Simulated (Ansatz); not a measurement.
Stepwise reaction of `N#[C][SnH]([F])[F]` with hydrogen, as a gas-phase model of exchange steps in deposition or etching. ΔE in kJ/mol; ΔG adds harmonic PBE0-D4 terms to CCSD(T)/CBS, at 1 bar.

Calculated with Ansatz (gas phase, PBE0-D4/def2-TZVP geometries, no zero-point term in ΔE). CCSD(T)/CBS is the MP2 limit (def2-TZVPP, def2-QZVPP) plus CCSD(T) − MP2 in def2-TZVPP, frozen cores. This one scheme is used for every species. DFT in def2-TZVPP. B3LYP here is the variant with VWN-RPA as its local correlation; programs differ in this. Elements past krypton have def2 core potentials. For Sn outer-core shells are correlated without core-valence functions, which leaves a few kJ/mol of doubt a bond.

```tsv
step	reaction	PBE-D4	B3LYP-D4	ωB97M-V	CCSD(T)/CBS	ΔG(600 K)
1	`N#[C][SnH]([F])[F]` + H₂ → `N#[C][SnH2][F]` + H–F	28.5	29.0	25.9	26.5	24.7
2	`N#[C][SnH2][F]` + H₂ → `N#[C][SnH3]` + H–F	27.8	30.3	25.9	25.9	29.7
```

Question: By hand: ΔE of the 2 steps together at CCSD(T)/CBS.

Answer: (26.5) + (25.9) = 52.4 kJ/mol, or 26.2 kJ/mol a step.

In ΔE the steps differ by no more than 0.6 kJ/mol. All are uphill at CCSD(T)/CBS. ΔG lies between 24.7 and 29.7 kJ/mol a step. PBE-D4 differs from CCSD(T)/CBS by 1.9 to 2.0 kJ/mol a step. Isolated molecules leave out the surface, adducts and barriers. Largest T1 diagnostic: 0.015.
